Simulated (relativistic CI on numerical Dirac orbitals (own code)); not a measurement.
# Lu³¹⁺: q coefficients and field-shift factors

These numbers are calculated, not measured: Dirac-Coulomb-Breit CI, orbitals from a KLI potential per configuration, derivatives by finite differences, unscaled Slater integrals, QED left out (own radial code, finite nucleus).

Configurations in the expansion (outside the closed core [Ar] 3d10 4s2): 4p6 4d4, 4p5 4d5, 4p6 4d3 4f, 4p6 4d2 5s2, 4p6 4d 4f 5s2. Double excitations out of closed p, d and f shells are left out; levels of such configurations are missing from the list, as are those of other unlisted configurations, and high levels can miss mixing partners.

With x = (α/α₀)² − 1 an excitation energy changes as ω = ω₀ + qx; K = 2q/ω₀ is the relative enhancement. Terms are leading LS components, so labels can repeat. The field-shift factor is F = δν/δ⟨r²⟩ for the transition from the lowest level.

Lowest level 4p6 4d4 3P_0.

| Level | ω₀ (cm⁻¹) | q (cm⁻¹) | K | F (GHz/fm²) |
| --- | --- | --- | --- | --- |
| 4p6 4d4 5D_1 | 85186 | 113600 | 2.67 | 2.53 |
| 4p6 4d4 5D_2 | 123379 | 134000 | 2.17 | 3.12 |
| 4p6 4d4 3F_4 | 126055 | 113000 | 1.79 | 2.76 |
| 4p6 4d4 5D_3 | 136758 | 128900 | 1.89 | 3.11 |
| 4p6 4d4 5D_0 | 201404 | 221300 | 2.2 | 5.14 |
| 4p6 4d4 5D_4 | 209950 | 226200 | 2.16 | 5.28 |
| 4p6 4d4 5D_2 | 211060 | 204200 | 1.94 | 4.89 |
| 4p6 4d4 3G_3 | 216431 | 219500 | 2.03 | 5.19 |
| 4p6 4d4 3H_5 | 231078 | 222000 | 1.92 | 5.33 |
| 4p6 4d4 3P_1 | 240308 | 229200 | 1.91 | 5.51 |
| 4p6 4d4 3H_6 | 241600 | 223000 | 1.85 | 5.41 |
| 4p6 4d4 3G_4 | 256475 | 226000 | 1.76 | 5.55 |
| 4p6 4d4 3F_3 | 257663 | 217800 | 1.69 | 5.41 |

At this charge energies of transitions that change n are usually good to better than 1 %, and those within a shell (Δn = 0) to a few per cent. Terms inside the open d or f shell come out 10 to 20 % too wide with unscaled integrals.
